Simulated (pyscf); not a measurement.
Single points on ωB97X-D3(BJ)/def2-SVP structures (PySCF, gas phase).

SMILES: [Cl][Sn]([Cl])([Cl])[GeH3]
```xyz
8

Cl    -0.5868    -0.2929     2.5659
Sn    -1.3901    -0.5589     0.3987
Cl    -1.4439    -2.8537     0.0195
Cl    -3.6121     0.1299     0.4549
Ge    -0.0071     0.7101    -1.3411
H     -0.0305     2.1885    -0.9505
H      1.4124     0.1425    -1.3018
H     -0.6653     0.4795    -2.7021
```
Charge 0, spin multiplicity 1.

What is the homolytic dissociation enthalpy (298 K, ωB97M-D3(BJ)/def2-TZVP) of the Ge–Sn bond of Cl–Sn(Cl)(Cl)–GeH₃ (SMILES [Cl][Sn]([Cl])([Cl])[GeH3]), to Cl–Sn•(Cl)–Cl + GeH₃•?

Ge–Sn to Cl–Sn•(Cl)–Cl + GeH₃•: 2.56 eV. The 7 functionals that were run give +2.33 (M06-2X) to +3.00 eV (ωB97X-D3(BJ)). Elements up to Kr have no core potential and no relativistic terms here. Elements past Kr carry the def2 core potentials, without spin-orbit coupling.
